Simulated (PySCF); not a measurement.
Partial charges of `C#CC[C@@H](F)C(F)(F)F`

Compound: C5H4F4.
Atom-mapped SMILES: `[CH:1]#[C:2][CH2:3][C@@H:4]([F:5])[C:6]([F:7])([F:8])[F:9]` (hydrogens: H10 on C1; H11, H12 on C3; H13 on C4)

Cartesian coordinates in Å at the GFN2-xTB level; atoms count from 1:
```
atom  x, y, z in Å
C1     2.5495   -0.3644    0.3308
C2     1.5663    0.2911    0.1485
C3     0.3670    1.0754   -0.0657
C4    -0.8856    0.3121    0.3677
F5    -1.9754    1.1415    0.2950
C6    -1.1657   -0.9040   -0.5294
F7    -2.3796   -1.4137   -0.3043
F8    -0.2852   -1.8862   -0.2967
F9    -1.0956   -0.6146   -1.8319
H10    3.4181   -0.9322    0.4825
H11    0.4178    1.9972    0.5208
H12    0.2789    1.3433   -1.1228
H13   -0.8149   -0.0450    1.4039
```

Density: PBE0/pcSseg-1 (PySCF); schemes: Mulliken, IAO, Hirshfeld and ESP-fitted. The structure is a single GFN2-xTB conformer in the gas phase; no vibrational or solvent corrections.

**Question.** Atoms with like bonding are taken together and averaged. Which atoms carry the lowest charge in the Mulliken, IAO, Hirshfeld and ESP-fitted schemes?

**Answer.** The schemes don't all agree: Mulliken C1 (-0.343); IAO F5 (-0.306); Hirshfeld C1 (-0.108); ESP-fitted C1 (-0.463).

**Question.** For which atoms does the sign change between the 4 schemes (beyond +0.03 e in one, beyond −0.03 e in another)?

**Answer.** C2. Atomic charges aren't observables, and each scheme defines them in its own way.

**Question.** What partial charge does each atom carry?

**Answer.** In e; atoms taken as equivalent share a row and are averaged (×n: the atom named and its like, n in all):

```
    atom              environment  Mulliken     IAO  Hirshfeld  ESP-fitted
      C1   terminal alkyne carbon    -0.343  -0.224     -0.108      -0.463
      C2            alkyne carbon    +0.125  -0.040     -0.049      +0.046
      C3       propargylic carbon    -0.145  -0.294     -0.063      -0.223
      C4           sp3 C–F carbon    +0.114  +0.148     +0.051      +0.100
      F5           alkyl fluorine    -0.312  -0.306     -0.101      -0.209
      C6               CF3 carbon    +0.798  +0.796     +0.253      +0.441
F7/F8/F9  fluorine of a CF3 group    -0.260  -0.274     -0.087      -0.156
     H10          alkyne hydrogen    +0.047  +0.205     +0.097      +0.328
     H11       methylene hydrogen    +0.178  +0.187     +0.068      +0.164
     H12       methylene hydrogen    +0.177  +0.184     +0.057      +0.152
     H13         methine hydrogen    +0.143  +0.167     +0.055      +0.134
```

Mean size of the charges over all atoms: IAO 0.260 e, Mulliken 0.243 e, ESP-fitted 0.210 e, Hirshfeld 0.089 e. Each set sums to the total charge, 0, to within 0.001 e. The ESP scheme is a least-squares fit of atom-centred charges to the potential on four shells outside the van der Waals surface, with the total charge fixed.

Some averages cover members that differ in this geometry: F7/F8/F9, ESP-fitted -0.166 to -0.141 e.

**Question.** How closely do the schemes follow one another over all atoms?

**Answer.** Correlation coefficient and root-mean-square difference: IAO with Hirshfeld 0.98, 0.210 e; Mulliken with IAO 0.96, 0.084 e; Mulliken with Hirshfeld 0.94, 0.208 e; Hirshfeld with ESP-fitted 0.92, 0.153 e; IAO with ESP-fitted 0.89, 0.143 e; Mulliken with ESP-fitted 0.88, 0.146 e.

**Question.** How many electrons does the IAO scheme count on C3?

**Answer.** Z − q = 6 − (-0.294) = 6.294.
